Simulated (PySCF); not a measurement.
C8H13NP (charge +1).
SMILES with atom numbers: `[CH3:1][C@@H:2]1[C@H:3]([CH3:4])[P@@H+:5]1[n:6]1[cH:7][cH:8][cH:9][cH:10]1`

Probes without a nucleus sit at each ring's centroid and 1 Å off its mean plane on both sides; NICS is minus the shielding there, NICSzz its component along the normal. Level: GIAO PBE0/pcSseg-1 (PySCF, non-relativistic, gas phase) on the GFN2-xTB geometry, one conformer.

Rings: 1. C2–C3–P5; 2. N6–C7–C8–C9–C10.

```tsv
set	NICS(0)	NICS(1), two faces	NICS(1)zz, two faces
P	-29.9	-8.9 / -6.2	-20.0 / -10.3
Q	-12.5	-10.0 / -10.3	-25.9 / -25.6
```

Problem. Which set (ppm) belongs to which ring?

Solution. P = 1, Q = 2.
- 1 (3-membered ring with P; formal bonds all single): mean NICS(1)zz -15.1 ppm, shielded. C2, C3, P5 have four or more neighbours; no verdict on aromaticity is drawn.
- 2 (5-membered ring with N; formal bonds all aromatic): mean NICS(1)zz -25.8 ppm, shielded, aromatic by this magnetic criterion (flat ring, no four-coordinate atom).

Problem. How do the rings differ in shape?

Solution. 
```csv
ring,bond lengths (Å),rms pucker (Å),HOMA,nearest outside atom to a NICS(1) probe (Å)
1,"1.550, 1.813, 1.812",0.00,–,hydrogen 1.48
2,"1.397, 1.352, 1.425, 1.352, 1.397",0.01,0.64,hydrogen 2.45
```

HOMA = 1 − mean of α(R − Ropt)² over the ring bonds, with Krygowski's 1993 parameters (CC: Ropt 1.388 Å, α 257.7 Å⁻²; CN: Ropt 1.334 Å, α 93.52 Å⁻²). A dash marks a ring with a four-coordinate atom, a triple bond, no multiple bond or a kind of bond without parameters.

Conformer computed: `[CH3:1][C@@H:2]1[C@H:3]([CH3:4])[P@@H+:5]1[n:6]1[cH:7][cH:8][cH:9][cH:10]1`: C3–P5–N6–C7 64°.
